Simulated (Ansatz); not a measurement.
Input file for Ansatz (a quantum-chemistry and plane-wave program): R-B3LYP-D3(BJ)/def2-TZVP on CH9NSi (a complex).

Ansatz 0.2 input:
```yaml
crystal:
  periodic: [false, false, false]
  atoms:
    - {symbol: Si, position_ang: [-0.04739942, -0.11159879, -0.12054578]}
    - {symbol: H, position_ang: [0.03522896, 1.24506483, 0.41888432]}
    - {symbol: H, position_ang: [0.22541142, -0.08384752, -1.55369799]}
    - {symbol: H, position_ang: [-1.38527319, -0.64866517, 0.12098294]}
    - {symbol: H, position_ang: [0.94288498, -0.95767632, 0.54433577]}
    - {symbol: C, position_ang: [0.69474100, 0.26132163, 3.83066368]}
    - {symbol: N, position_ang: [-0.59650937, -0.29110636, 3.46062472]}
    - {symbol: H, position_ang: [1.19685302, -0.44378693, 4.49253689]}
    - {symbol: H, position_ang: [0.53104392, 1.18903306, 4.37823448]}
    - {symbol: H, position_ang: [1.35846008, 0.47284521, 2.98024025]}
    - {symbol: H, position_ang: [-0.47228529, -1.16157063, 2.95405928]}
    - {symbol: H, position_ang: [-1.08695107, 0.34847517, 2.84400504]}
basis:
  gaussian:
    orbitals: def2-TZVP
hamiltonian:
  xc: b3lyp
  dispersion: d3bj
relax: {f_tol: 0.004, max_steps: 120}
scf: {lower_state_search: off}
```

The log:

```
WARN ansatz: RAYON_NUM_THREADS=1 ignored (pool sized by the plan → 1); use --threads N
Functional definition: B3LYP
these checks for a lower state are left out or cut short: stability, starts, cluster_reference, orbital_swaps, neighbouring_geometries, increment
integrals: 0.06 GiB planned
992 factors; their error is unknown
mean field: 0.55 GiB planned
mean field evaluation 1: about -10544.9121 eV, gradient 6.2e1 eV
mean field evaluation 2: about -10534.7025 eV, gradient 8.9e1 eV
mean field evaluation 4: about -10552.9598 eV, gradient 5.1e0 eV
mean field evaluation 8: about -10553.0122 eV, gradient 3.2e-2 eV
mean field evaluation 16: about -10553.0261 eV, gradient 4.3e-5 eV
mean field -10553.02608688 eV, -387.8165555947 hartree, gradient 9.9e-6 eV, S^2 0.000000; 0 other end points of the search recorded, 0 dependent functions left out
the calculation of the forces begins
reference -10553.02637678 eV, -387.8165662483 hartree; 18, 18 occupied and 135, 135 virtual orbitals, 992 factors
relax step   1: F+E_penalty+E_count = -10553.32523530 eV  Δ(F+E_penalty+E_count) = +0.000e0 eV  max|allowed force component| = 4.016e-1 eV/Å  Δτ_max = 0.0000 Å  (15 SCF iters, accepted)
these checks for a lower state are left out or cut short: stability, starts, cluster_reference, orbital_swaps, neighbouring_geometries, increment
integrals: 0.06 GiB planned
992 factors; their error is unknown
mean field: 0.55 GiB planned
mean field -10553.04142700 eV, -387.8171193337 hartree, gradient 1.4e-6 eV, S^2 0.000000; 0 other end points of the search recorded, 0 dependent functions left out
the calculation of the forces begins
reference -10553.04171638 eV, -387.8171299685 hartree; 18, 18 occupied and 135, 135 virtual orbitals, 992 factors
relax step   2: F+E_penalty+E_count = -10553.34529856 eV  Δ(F+E_penalty+E_count) = -2.006e-2 eV  max|allowed force component| = 1.128e-1 eV/Å  Δτ_max = 0.0463 Å  (20 SCF iters, accepted)
these checks for a lower state are left out or cut short: stability, starts, cluster_reference, orbital_swaps, neighbouring_geometries, increment
integrals: 0.06 GiB planned
992 factors; their error is unknown
mean field: 0.55 GiB planned
mean field evaluation 32: about -10553.0439 eV, gradient 1.4e-6 eV
mean field -10553.04386199 eV, -387.8172088181 hartree, gradient 1.4e-6 eV, S^2 0.000000; 0 other end points of the search recorded, 0 dependent functions left out
the calculation of the forces begins
reference -10553.04415179 eV, -387.8172194680 hartree; 18, 18 occupied and 135, 135 virtual orbitals, 992 factors
relax step   3: F+E_penalty+E_count = -10553.34727182 eV  Δ(F+E_penalty+E_count) = -1.973e-3 eV  max|allowed force component| = 3.911e-2 eV/Å  Δτ_max = 0.0494 Å  (19 SCF iters, accepted)
these checks for a lower state are left out or cut short: stability, starts, cluster_reference, orbital_swaps, neighbouring_geometries, increment
integrals: 0.06 GiB planned
992 factors; their error is unknown
mean field: 0.55 GiB planned
mean field -10553.03799768 eV, -387.8169933085 hartree, gradient 1.3e-6 eV, S^2 0.000000; 0 other end points of the search recorded, 0 dependent functions left out
the calculation of the forces begins
reference -10553.03828798 eV, -387.8170039770 hartree; 18, 18 occupied and 135, 135 virtual orbitals, 992 factors
relax step   4: F+E_penalty+E_count = -10553.34058201 eV  Δ(F+E_penalty+E_count) = +6.690e-3 eV  max|allowed force component| = 4.275e-1 eV/Å  Δτ_max = 0.0465 Å  (20 SCF iters, rejected (line search))
these checks for a lower state are left out or cut short: stability, starts, cluster_reference, orbital_swaps, neighbouring_geometries, increment
integrals: 0.06 GiB planned
992 factors; their error is unknown
mean field: 0.55 GiB planned
mean field -10553.04353551 eV, -387.8171968203 hartree, gradient 1.4e-6 eV, S^2 0.000000; 0 other end points of the search recorded, 0 dependent functions left out
the calculation of the forces begins
reference -10553.04382546 eV, -387.8172074755 hartree; 18, 18 occupied and 135, 135 virtual orbitals, 992 factors
relax step   5: F+E_penalty+E_count = -10553.34762409 eV  Δ(F+E_penalty+E_count) = -3.523e-4 eV  max|allowed force component| = 1.461e-2 eV/Å  Δτ_max = 0.0232 Å  (20 SCF iters, accepted)
these checks for a lower state are left out or cut short: stability, starts, cluster_reference, orbital_swaps, neighbouring_geometries, increment
integrals: 0.06 GiB planned
992 factors; their error is unknown
mean field: 0.55 GiB planned
mean field -10553.04252209 eV, -387.8171595778 hartree, gradient 1.4e-6 eV, S^2 0.000000; 0 other end points of the search recorded, 0 dependent functions left out
the calculation of the forces begins
reference -10553.04281237 eV, -387.8171702452 hartree; 18, 18 occupied and 135, 135 virtual orbitals, 992 factors
relax step   6: F+E_penalty+E_count = -10553.34786612 eV  Δ(F+E_penalty+E_count) = -2.420e-4 eV  max|allowed force component| = 1.164e-2 eV/Å  Δτ_max = 0.0437 Å  (19 SCF iters, accepted)
these checks for a lower state are left out or cut short: stability, starts, cluster_reference, orbital_swaps, neighbouring_geometries, increment
integrals: 0.06 GiB planned
992 factors; their error is unknown
mean field: 0.56 GiB planned
mean field -10553.04295423 eV, -387.8171754585 hartree, gradient 1.4e-6 eV, S^2 0.000000; 0 other end points of the search recorded, 0 dependent functions left out
the calculation of the forces begins
reference -10553.04324482 eV, -387.8171861376 hartree; 18, 18 occupied and 135, 135 virtual orbitals, 992 factors
relax step   7: F+E_penalty+E_count = -10553.34789423 eV  Δ(F+E_penalty+E_count) = -2.811e-5 eV  max|allowed force component| = 8.307e-3 eV/Å  Δτ_max = 0.0120 Å  (20 SCF iters, accepted)
these checks for a lower state are left out or cut short: stability, starts, cluster_reference, orbital_swaps, neighbouring_geometries, increment
integrals: 0.06 GiB planned
992 factors; their error is unknown
mean field: 0.56 GiB planned
mean field evaluation 64: about -10553.0431 eV, gradient 1.5e-4 eV
mean field -10553.04311703 eV, -387.8171814411 hartree, gradient 1.4e-6 eV, S^2 0.000000; 0 other end points of the search recorded, 0 dependent functions left out
the calculation of the forces begins
reference -10553.04340782 eV, -387.8171921278 hartree; 18, 18 occupied and 135, 135 virtual orbitals, 992 factors
relax step   8: F+E_penalty+E_count = -10553.34790886 eV  Δ(F+E_penalty+E_count) = -1.462e-5 eV  max|allowed force component| = 5.183e-3 eV/Å  Δτ_max = 0.0083 Å  (21 SCF iters, accepted)
these checks for a lower state are left out or cut short: stability, starts, cluster_reference, orbital_swaps, neighbouring_geometries, increment
integrals: 0.06 GiB planned
992 factors; their error is unknown
mean field: 0.55 GiB planned
mean field -10553.04279853 eV, -387.8171697368 hartree, gradient 1.4e-6 eV, S^2 0.000000; 0 other end points of the search recorded, 0 dependent functions left out
the calculation of the forces begins
reference -10553.04308924 eV, -387.8171804201 hartree; 18, 18 occupied and 135, 135 virtual orbitals, 992 factors
relax step   9: F+E_penalty+E_count = -10553.34791545 eV  Δ(F+E_penalty+E_count) = -6.593e-6 eV  max|allowed force component| = 2.602e-3 eV/Å  Δτ_max = 0.0040 Å  (21 SCF iters, accepted)
Total energy: -10553.34820616 eV, -387.8283932600 hartree
Atom 0 at    -0.022192    -0.124778    -0.068558 Å, force    -0.000225    -0.001497     0.000049 eV/Å
Atom 1 at     0.041191     1.224325     0.535906 Å, force    -0.000153     0.001354    -0.000323 eV/Å
Atom 2 at     0.283101    -0.032837    -1.514211 Å, force     0.001061     0.000651    -0.000502 eV/Å
Atom 3 at    -1.381156    -0.684148     0.110051 Å, force    -0.000282    -0.000214     0.000865 eV/Å
Atom 4 at     0.966895    -1.007204     0.589276 Å, force    -0.000387    -0.000226    -0.000342 eV/Å
Atom 5 at     0.697057     0.269290     3.767149 Å, force     0.002602     0.000769     0.000744 eV/Å
Atom 6 at    -0.618935    -0.284624     3.458477 Å, force    -0.001439     0.000043    -0.002186 eV/Å
Atom 7 at     1.246218    -0.437848     4.390657 Å, force    -0.000610     0.000254    -0.000611 eV/Å
Atom 8 at     0.573338     1.184749     4.347666 Å, force    -0.000327    -0.000637    -0.000514 eV/Å
Atom 9 at     1.320826     0.504851     2.894384 Å, force    -0.000608    -0.000178     0.000691 eV/Å
Atom 10 at    -0.542472    -1.150357     2.939478 Å, force    -0.000049     0.000527     0.000863 eV/Å
Atom 11 at    -1.167667     0.357070     2.900050 Å, force     0.000415    -0.000846     0.001268 eV/Å
Dipole moment:     0.110303     0.040053    -0.218056 e Å
Checks for a lower state left out: stability, starts, cluster_reference, orbital_swaps, neighbouring_geometries, increment
```

Self-consistency was reached.

Cost: roughly 30 core-seconds.
